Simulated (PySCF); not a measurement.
## Cost of excited-state runs on SMILES C/C=C\O[SiH2]SC, C$_{4}$H$_{10}$OSSi

Cartesian coordinates in Å; atom numbers follow the order of the lines, from 1:
```xyz
17

C    -3.1511    0.4815    0.6123
C    -2.7093    0.1265   -0.7676
C    -1.4444   -0.0223   -1.1315
O    -0.4166    0.1269   -0.2620
Si    1.1703    0.1661   -0.5247
S     1.9324    0.3519    1.4500
C     3.6970    0.4246    1.0203
H    -3.7028    1.4211    0.5998
H    -2.2915    0.5826    1.2685
H    -3.8136   -0.2887    1.0056
H    -3.4772   -0.0134   -1.5131
H    -1.1612   -0.2738   -2.1455
H     1.6679   -1.0630   -1.1413
H     1.5726    1.3214   -1.3264
H     4.2484    0.5200    1.9492
H     3.8842    1.2868    0.3885
H     3.9877   -0.4867    0.5079
```

PySCF with density fitting, on 1 thread of an Arm Neoverse V2, shared host. Command: `OMP_NUM_THREADS=1 python excited_run.py task.json out`

Problem. How long does each of these runs take, and how much memory?
- magnetisability and related constants, PBE/6-31G*; usual settings
- magnetisability and related constants, PBE/pcSseg-1; isotopologues

Solution. 
```
                                  run         level  basis functions  wall time  peak memory (GiB)
magnetisability and related constants    PBE/6-31G*              126       22 s               0.46
magnetisability and related constants  PBE/pcSseg-1              183       32 s               0.66
```
Times from a shared host are rough.
